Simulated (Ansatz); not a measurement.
`C=C[SiH2][AsH2]` + `C[SiH3]` → `C[SiH2][SiH2][AsH2]` + `C=C`  (formal exchange of groups at the Si–C bond)

Gas-phase electronic energies from Ansatz, PBE0-D4/def2-TZVP geometries. CCSD(T)/CBS adds triple-zeta CCSD(T) − MP2 to the extrapolated MP2 energy (def2 sets, frozen cores). This one scheme is used for every species. Functionals use def2-TZVPP. B3LYP here is the variant with VWN-RPA as its local correlation; programs differ in this. For As outer-core shells are correlated without core-valence functions, which leaves a few kJ/mol of doubt a bond. Scalar relativity is left out up to krypton. Each species was taken in one conformer, which may not be the lowest.

```tsv
level	ΔE (kJ/mol)	difference from CCSD(T)/CBS
PBE-D4	-12.6	-9.9
r2SCAN-D4	-5.0	-2.3
PBE0-D4	-10.9	-8.2
B3LYP-D4	-3.3	-0.6
ωB97X-V	-2.9	-0.2
ωB97M-V	1.7	4.4
PBE0	-8.8	-6.1
CCSD(T)/def2-TZVPP	-1.7	1.0
SCS-MP2/def2-QZVPP	5.5	8.2
CCSD/CBS(def2)	-1.9	0.8
CCSD(T)/CBS	-2.7	0
```

Largest T1 diagnostic among the species: 0.012.

In def2-TZVPP, CCSD(T) changes the Hartree–Fock value by −9.1 kJ/mol (the triples alone add −0.8 kJ/mol) and MP2 by −3.2 kJ/mol. The D4 term adds −3.3 kJ/mol with B3LYP and −2.1 kJ/mol with PBE0; it sums over pairs of atoms, weighted by their polarisabilities, and B3LYP, whose exchange is more repulsive, gets the larger term.
